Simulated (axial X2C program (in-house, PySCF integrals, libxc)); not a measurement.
Which functional? An output for HfBr⁺

An SCF output computed with an axial X2C code built on PySCF integrals for HfBr⁺ at 2.361 Å, two-component, state Ω = 1, Hf dyall-cv3z [13s14p9d7f4g], Br dyall-cv3z [8s9p6d4f1g] (cores contracted in-house), without its first line:

```
basis functions 287  fitting functions 1490  grid points 5801
iter        total energy     max residual
   1     -17674.841131910     8.38e-01
   2     -17674.898167468     3.45e-02
   3     -17674.897668304     4.33e-02
   4     -17674.903475670     1.73e-03
   5     -17674.903568844     9.46e-04
   6     -17674.903589008     4.16e-04
   7     -17674.903595949     1.13e-04
   8     -17674.903597768     8.65e-05
   9     -17674.903598499     7.75e-05
  10     -17674.903599294     6.74e-05
  11     -17674.903600098     4.78e-05
  12     -17674.903600414     3.03e-05
  13     -17674.903600517     1.64e-05
  14     -17674.903600540     9.58e-06
  15     -17674.903600549     4.02e-06
  16     -17674.903600551     1.32e-06
  17     -17674.903600552     4.11e-07
converged
one-electron -25408.31502893  Coulomb 7581.25667370  exact exchange -398.95589232  xc functional 0.00000000  nuclear repulsion 564.81430390  atomic mean-field constant -13.70365691
```

Question: Which level of theory produced it?
A. HF
B. BHandHLYP
C. PBE0

Answer: A. The exact-exchange term against the functional term shows a share of 1 of exact exchange.
